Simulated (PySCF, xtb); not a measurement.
Ge(F)2(SH)2 (F₂GeH₂S₂), SMILES [F][Ge]([F])([SH])[SH].

xtb 6.7.1 with GFN2-xTB at its own geometry gives an orbital gap of 3.21 eV and a dipole moment of 3.01 D.

Geometry: ωB97X-D3(BJ)/def2-SVP. This is a generated structure with no PubChem entry under its InChIKey; it may be hypothetical. Other conformers were not sampled.

Problem. What does PBE/def2-TZVP (PySCF) give? (The exact figures need the calculation; the answer reports its results.)

Solution. gap 4.77 eV (levels -7.05 and -2.28 eV), dipole 2.93 D.
